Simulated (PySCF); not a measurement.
C3H3N2, SMILES [c]1cn[nH]c1, multiplicity 2. Atoms are numbered in the order given.

```xyz
8

C     -1.2283     0.1536     0.0000
C     -0.5598    -1.0515     0.0000
N      0.7575    -0.7000     0.0000
N      0.9576     0.6264     0.0000
C     -0.2610     1.1747     0.0000
H     -0.8944    -2.0860     0.0000
H      1.5627    -1.3159     0.0000
H     -0.3794     2.2566     0.0000
```
Charge 0, spin multiplicity 2.

The structure is a stationary point at B3LYP-D3(BJ)/def2-SVP. The isomer is the one that the SMILES or the coordinates give; other isomers of the formula were not compared.

Two levels are set side by side: PBE/pcH-1 (PySCF) and PBE0/pcH-1 (PySCF). Contact hyperfine couplings, same geometry. Differences are taken from unrounded values.

```
quantity                        PBE
----------------------------  -----
A(iso) of 13C, atom C1 (MHz)  474.1
A(iso) of 13C, atom C2 (MHz)   81.9
A(iso) of 14N, atom N3 (MHz)   34.4
A(iso) of 14N, atom N4 (MHz)   -2.8
A(iso) of 13C, atom C5 (MHz)   23.2
A(iso) of 1H, atom H6 (MHz)     8.6
A(iso) of 1H, atom H7 (MHz)     9.1
A(iso) of 1H, atom H8 (MHz)     4.1
```

### Question
These are the PBE values. What does PBE0 give? (An estimate is asked for; the answer gives what the named calculation found.)

### Answer

| quantity | PBE0 | PBE minus PBE0 |
|---|---|---|
| A(iso) of 13C, atom C1 (MHz) | 523.0 | -49.0 |
| A(iso) of 13C, atom C2 (MHz) | 70.1 | 11.8 |
| A(iso) of 14N, atom N3 (MHz) | 30.1 | 4.3 |
| A(iso) of 14N, atom N4 (MHz) | -1.2 | -1.6 |
| A(iso) of 13C, atom C5 (MHz) | 27.2 | -4.0 |
| A(iso) of 1H, atom H6 (MHz) | 10.4 | -1.8 |
| A(iso) of 1H, atom H7 (MHz) | 10.9 | -1.8 |
| A(iso) of 1H, atom H8 (MHz) | 5.2 | -1.1 |

Rough cost on one machine, each run with all the roots and properties that it gave: PBE0 against PBE within a factor of 2.
